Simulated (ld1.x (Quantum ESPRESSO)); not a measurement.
## An all-electron radial function and its pseudo partner (platinum (Pt))

Columns: radius, all-electron u(r) and pseudo u(r) of the 5s shell (level -105.78 eV) of platinum in the configuration [Kr] 4d10 4f14 5s2 5p6 5d9 6s0.5 6p0; PBE, scalar-relativistic, PAW scheme, ld1.x (Quantum ESPRESSO) 7.5.

```tsv
r (bohr)	all-electron	pseudo
0.113	0.3706	0.2315
0.225	-0.1428	0.4480
0.338	-0.6791	0.6413
0.450	-0.2391	0.7982
0.563	0.4485	0.9144
0.675	0.9464	0.9841
0.788	1.1866	1.0083
0.900	1.2236	0.9897
1.013	1.1377	0.9340
1.125	0.9941	0.8505
1.238	0.8319	0.7471
1.350	0.6775	0.6356
1.463	0.5393	0.5232
1.575	0.4237	0.4195
1.688	0.3284	0.3280
1.800	0.2529	0.2529
1.913	0.1929	0.1929
2.025	0.1466	0.1466
2.138	0.1108	0.1108
2.250	0.0836	0.0836
2.363	0.0627	0.0627
2.475	0.0470	0.0470
2.588	0.0351	0.0351
2.700	0.0262	0.0262
2.813	0.0195	0.0195
2.925	0.0145	0.0145
```

(1) How many radial nodes do the two functions have?

(2) At about which radius was the pseudo-wave matched?

(3) Is the pseudo-wave norm-conserving?

Answers

(1) The all-electron 5s function has n − l − 1 = 4 (the table is too coarse to show those close to the nucleus); the pseudo-wave has 0, since the states of the same l below it are removed with the core.

(2) 1.90 bohr. The columns agree to 0.0005 from 1.69 bohr on; several derivatives are matched, so the curves merge somewhat inside the radius.

(3) No, it belongs to a PAW set: the norm inside the radius is not constrained, and the difference is carried by the augmentation charge.
